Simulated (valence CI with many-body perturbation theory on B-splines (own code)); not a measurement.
# E1 line list for Tm LVI

Method: relativistic CI+MBPT: four valence electrons over a frozen Dirac-Fock core [Ne], radial functions for each j: 11 s, 11 p, 9 d, 7 f, 5 g, 2 h, 1 i, with the one-electron correlation potential Σ1 (screened to all orders), the two-electron term Σ2, the three-electron term Σ3, Breit, model QED; selected single and double excitations, second order for the rest (own B-spline code, finite nucleus).

The last digits are not significant, and no measured levels were compared; by estimate large intervals hold to a few tenths of a per cent, small ones and those within an open d or f shell to about a per cent.

Lines 201 to 230 of 230 in falling wavelength, among levels below 996.57 eV, chosen from the strongest by gf and those to the six lowest levels. Wavelengths and rates use the calculated energies. Electric multipoles are in the length gauge, E1 and E2 with the static RPA response of the core. Weak lines are less certain than strong ones. Lines between different terms over intervals too small for the method are left out, as are lines whose strength nearly cancels. The highest levels of a list are the least certain.

Levels are named by their leading jj configuration (3d3/2^4 stands for four electrons in 3d with j = 3/2), which in mixed levels can hold well under half, so a name can repeat and another be missing. Letters in brackets count levels of one name in rising energy.

| λ vac (nm) | Upper | Lower | A (s⁻¹) | S (a.u.) with core polarisation | S without |
| --- | --- | --- | --- | --- | --- |
| 2.374 | (3s 3p1/2 3p3/2 3d5/2) J=1 [b] | (3s 3p1/2^2 3p3/2) J=1 | 3.29e+10 | 6.51e-04 | 6.62e-04 |
| 2.352 | (3s^2 3p3/2 3d5/2) J=2 | (3s^2 3p1/2 3p3/2) J=1 | 4.58e+08 | 1.47e-05 | 1.50e-05 |
| 2.345 | (3s^2 3d3/2^2) J=2 | (3s 3p1/2^2 3p3/2) J=1 | 7.40e+09 | 2.36e-04 | 2.39e-04 |
| 2.341 | (3s 3p1/2 3p3/2 3d5/2) J=3 [b] | (3s 3p1/2^2 3p3/2) J=2 | 4.24e+10 | 1.88e-03 | 1.91e-03 |
| 2.339 | (3s 3p1/2 3p3/2 3d5/2) J=1 [a] | (3s 3p1/2^2 3p3/2) J=2 | 3.39e+09 | 6.43e-05 | 6.54e-05 |
| 2.325 | (3s 3p1/2 3p3/2 3d5/2) J=1 [c] | (3s 3p1/2^2 3p3/2) J=1 | 1.43e+09 | 2.66e-05 | 2.71e-05 |
| 2.321 | (3s 3p1/2 3p3/2 3d5/2) J=2 [b] | (3s 3p1/2^2 3p3/2) J=2 | 7.80e+10 | 2.41e-03 | 2.45e-03 |
| 2.313 | (3s 3p1/2 3p3/2 3d5/2) J=2 [c] | (3s 3p1/2^2 3p3/2) J=1 | 1.30e+10 | 3.97e-04 | 4.03e-04 |
| 2.310 | (3s 3p1/2 3p3/2 3d5/2) J=0 | (3s 3p1/2^2 3p3/2) J=1 | 4.07e+11 | 2.47e-03 | 2.51e-03 |
| 2.291 | (3s^2 3p3/2 3d5/2) J=3 | (3s^2 3p1/2 3p3/2) J=2 | 3.89e+09 | 1.62e-04 | 1.64e-04 |
| 2.284 | (3s 3p1/2 3p3/2 3d5/2) J=2 [d] | (3s 3p1/2^2 3p3/2) J=1 | 2.41e+10 | 7.09e-04 | 7.21e-04 |
| 2.282 | (3s 3p1/2 3p3/2 3d5/2) J=3 [c] | (3s 3p1/2^2 3p3/2) J=2 | 5.14e+10 | 2.11e-03 | 2.15e-03 |
| 2.262 | (3s 3p1/2 3p3/2 3d5/2) J=1 [b] | (3s 3p1/2^2 3p3/2) J=2 | 2.92e+10 | 5.01e-04 | 5.09e-04 |
| 2.254 | (3s^2 3p3/2 3d5/2) J=1 | (3s^2 3p1/2 3p3/2) J=2 | 2.67e+10 | 4.52e-04 | 4.59e-04 |
| 2.250 | (3s^2 3d3/2^2) J=0 | (3s 3p1/2^2 3p3/2) J=1 | 4.39e+07 | 2.47e-07 | 2.45e-07 |
| 2.235 | (3s^2 3d3/2^2) J=2 | (3s 3p1/2^2 3p3/2) J=2 | 9.68e+09 | 2.67e-04 | 2.71e-04 |
| 2.220 | (3s^2 3p3/2 3d5/2) J=1 | (3s^2 3p1/2 3p3/2) J=1 | 4.20e+09 | 6.80e-05 | 6.91e-05 |
| 2.217 | (3s 3p1/2 3p3/2 3d5/2) J=1 [c] | (3s 3p1/2^2 3p3/2) J=2 | 5.38e+09 | 8.68e-05 | 8.82e-05 |
| 2.211 | (3s 3p1/2 3p3/2 3d5/2) J=3 [d] | (3s 3p1/2^2 3p3/2) J=2 | 9.27e+09 | 3.46e-04 | 3.52e-04 |
| 2.206 | (3s 3p1/2 3p3/2 3d5/2) J=2 [c] | (3s 3p1/2^2 3p3/2) J=2 | 4.98e+09 | 1.32e-04 | 1.34e-04 |
| 2.180 | (3s 3p1/2 3p3/2 3d5/2) J=2 [d] | (3s 3p1/2^2 3p3/2) J=2 | 5.52e+10 | 1.41e-03 | 1.43e-03 |
| 1.848 | (3s 3p3/2^3) J=2 | (3s^2 3p1/2 3p3/2) J=2 | 4.62e+09 | 7.20e-05 | 7.31e-05 |
| 1.827 | (3s 3p1/2 3p3/2^2) J=1 [a] | (3s^2 3p1/2^2) J=0 | 1.22e+09 | 1.11e-05 | 1.12e-05 |
| 1.825 | (3s 3p3/2^3) J=2 | (3s^2 3p1/2 3p3/2) J=1 | 4.27e+08 | 6.40e-06 | 6.49e-06 |
| 1.799 | (3s 3p1/2 3p3/2^2) J=1 [b] | (3s^2 3p1/2^2) J=0 | 4.69e+09 | 4.04e-05 | 4.10e-05 |
| 1.768 | (3s 3p3/2^3) J=1 | (3s^2 3p1/2 3p3/2) J=2 | 5.84e+08 | 4.78e-06 | 4.84e-06 |
| 1.747 | (3s 3p3/2^3) J=1 | (3s^2 3p1/2 3p3/2) J=1 | 3.99e+09 | 3.15e-05 | 3.20e-05 |
| 1.691 | (3s^2 3p3/2 3d3/2) J=1 | (3s^2 3p1/2^2) J=0 | 6.03e+08 | 4.32e-06 | 4.39e-06 |
| 1.539 | (3s^2 3p3/2 3d5/2) J=1 | (3s^2 3p1/2^2) J=0 | 2.27e+09 | 1.23e-05 | 1.25e-05 |
| 1.296 | (3s 3p3/2^3) J=1 | (3s^2 3p1/2^2) J=0 | 1.00e+07 | 3.23e-08 | 3.28e-08 |
